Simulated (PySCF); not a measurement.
H7Cl3Si4, SMILES [SiH3][SiH2][SiH2][Si](Cl)(Cl)Cl (GFN2-xTB optimised geometry):

```
14

Si     2.077    -0.888     0.000
Si    -0.245    -0.888     0.000
Si    -1.225     1.230     0.000
Si    -0.984     2.302     2.047
Cl    -1.170     4.321     2.059
Cl    -2.296     1.598     3.435
Cl     0.880     1.897     2.793
H      2.654    -2.097    -0.593
H      2.626    -0.780     1.351
H      2.592     0.246    -0.773
H     -0.766    -1.637     1.156
H     -0.767    -1.639    -1.154
H     -0.597     2.097    -1.010
H     -2.654     1.277    -0.345
```

Level of theory: CAM-B3LYP/def2-TZVP in PySCF.

Task: What are the frontier orbital energies and the dipole moment?

Result: HOMO-2 -10.49 eV, HOMO-1 -10.06 eV, HOMO -9.63 eV, LUMO -0.02 eV, LUMO+1 0.16 eV; dipole moment 1.97 D.

Meta-Löwdin charges at CAM-B3LYP/def2-TZVP: Si1 0.27, Si2 0.15, Si3 0.14, Si4 0.79, Cl5 -0.27, Cl6 -0.28, Cl7 -0.29, H8 -0.08, H9 -0.08, H10 -0.09, H11 -0.07, H12 -0.07, H13 -0.07, H14 -0.06.
